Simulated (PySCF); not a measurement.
Working out the ionisation energy of Au⁺

Au⁺ [Xe] 4f14 5d10 (1S) → Au²⁺ [Xe] 4f14 5d9 (2D). Calculation: PySCF 2.14, in def2-QZVPPD with the def2 core potential (60 electrons) (7s5p4d4f2g, 88 functions); scalar relativity through the core potential. Frozen: 5s2 5p6. Energies in hartree (1 hartree = 27.21139 eV):

| part | Au⁺ (lower) | Au²⁺ (upper) |
| --- | --- | --- |
| UHF | -134.507463 | -133.810193 |
| CCSD correlation | -0.316571 | -0.258153 |
| (T) | -0.012942 | -0.008531 |

Task: What does Hartree-Fock give?

Result: (-133.810193) − (-134.507463) = 0.697270 hartree = 18.974 eV.

Task: What do CCSD and CCSD(T) give?

Result: The CCSD correlation energies differ by 0.058418 hartree = 1.590 eV and the triples by 0.004411 hartree = 0.120 eV, so CCSD gives 20.564 eV and CCSD(T) 20.684 eV.

Reference: 20.203 ± 0.025 eV (measured; NIST Atomic Spectra Database, ionization energies), between the lowest levels; spin-orbit coupling is absent from the calculation.

What remains against the reference includes basis incompleteness, the frozen core and higher excitations.
